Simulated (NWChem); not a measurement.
System: InNH2BrCl; SMILES [NH2][In]([Cl])[Br]

```xyz
6

In    -0.2983     0.4691    -0.0218
Cl     1.4589     2.0107     0.0234
Br     0.3017    -1.9252     0.0105
N     -2.2064     1.1021     0.1128
H     -2.9115     0.4610    -0.2424
H     -2.3859     2.0377    -0.2436
```
Atoms are numbered in this order, from 1.

All runs: NWChem. All runs use the structure optimised with PBE0/def2-SVP. def2 effective core potentials on In; no spin-orbit coupling. Level r2SCAN/def2-SVP: energy and gradient on several grids; changes count from the extra-fine grid, which is no exact limit either.

| grid | size of the energy change (μHa) | largest change of a gradient component (μHa/bohr) |
|---|---|---|
| xcoarse | 4000 | 5000 |
| coarse | 300 | 700 |
| medium | 50 | 60 |
| fine | 20 | < 30 |
| xfine | < 10 | < 30 |
